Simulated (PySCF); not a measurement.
SMILES CC(C)c1ccc(Cl)cc1 (GFN2-xTB optimised geometry):

```
21

C     -2.033    -2.149     1.248
C     -1.154    -2.036     0.001
C     -1.995    -2.171    -1.270
C     -0.387    -0.737     0.000
C     -1.046     0.488    -0.002
C     -0.344     1.679    -0.001
C      1.041     1.651     0.000
Cl     1.929     3.137     0.003
C      1.721     0.445     0.000
C      1.002    -0.737     0.000
H     -2.800    -1.378     1.253
H     -2.523    -3.120     1.275
H     -1.431    -2.039     2.148
H     -0.430    -2.858     0.019
H     -1.363    -2.090    -2.153
H     -2.495    -3.137    -1.289
H     -2.752    -1.392    -1.318
H     -2.125     0.521    -0.004
H     -0.864     2.623    -0.002
H      2.800     0.432     0.000
H      1.535    -1.676     0.000
```

Level of theory: PySCF with PBE/def2-SVP.

### Question
What are the frontier orbital energies and the dipole moment?

### Answer
HOMO-2 -7.16 eV, HOMO-1 -6.48 eV, HOMO -5.72 eV, LUMO -1.21 eV, LUMO+1 -1.05 eV; dipole moment 1.89 D.

Meta-Löwdin charges at PBE/def2-SVP: C1 -0.30, C2 -0.05, C3 -0.30, C4 0.01, C5 -0.11, C6 -0.12, C7 0.02, Cl8 -0.06, C9 -0.12, C10 -0.11, H11 0.10, H12 0.10, H13 0.10, H14 0.09, H15 0.10, H16 0.10, H17 0.10, H18 0.11, H19 0.12, H20 0.12, H21 0.11.
